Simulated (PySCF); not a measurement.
## Au²⁺: excitation energy

Au²⁺ [Xe] 4f14 5d9 (2D) → Au²⁺ [Xe] 4f14 5d8 6s1 (4F), as a difference of total energies. Computed with PySCF 2.14 in def2-TZVPPD with the def2 core potential (60 electrons) (6s5p3d2f1g, 59 functions), with scalar relativity through the core potential. Correlated levels: valence: 5s2 5p6 frozen; valence and next inner shell: nothing frozen outside the core potential. The calculations carry no spin-orbit coupling.

| method | excitation energy (eV) |
| --- | --- |
| UHF | 3.763 |
| LDA | 3.922 |
| PBE | 3.869 |
| PBE0 | 4.004 |
| r2SCAN | 3.650 |
| MN15 | 4.067 |
| TPSS | 3.782 |
| wB97X-V | 4.410 |
| r2SCANh | 3.710 |
| MP2 (valence) | 4.335 |
| SCS-MP2 (valence) | 4.507 |
| MP2 (valence and next inner shell) | 4.056 |
| SCS-MP2 (valence and next inner shell) | 4.169 |

Problem. How much does correlation contribute at MP2 (valence and next inner shell)?

Solution. 4.056 − (3.763) = 0.293 eV, measured against UHF.
